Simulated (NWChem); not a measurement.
# Correlation energy of F2Si

```xyz
3

Si     0.0000     0.0000    -0.5881
F     -1.2465     0.0000     0.4574
F      1.2465     0.0000     0.4574
```
Charge 0, spin multiplicity 1.

All runs are NWChem calculations. The geometry was optimised at PBE0/def2-SVP, a minimum by its harmonic frequencies.

Basis set: STO-3G. Each correlation energy counts from its own Hartree-Fock reference.

The correlated methods keep 7 core orbitals frozen. The structure started from a generated list of species. Coupled-cluster values serve here as a point of comparison, not as the truth.

**Question.** One of these methods gave a correlation energy of -71.0 mHa. Which?
(A) CCSD
(B) CCSD+T(CCSD)
(C) MP2
(D) CCSD(T)

**Answer.** C, MP2. The others give -83.0 (CCSD), -94.3 (CCSD+T(CCSD)), -92.3 (CCSD(T)).
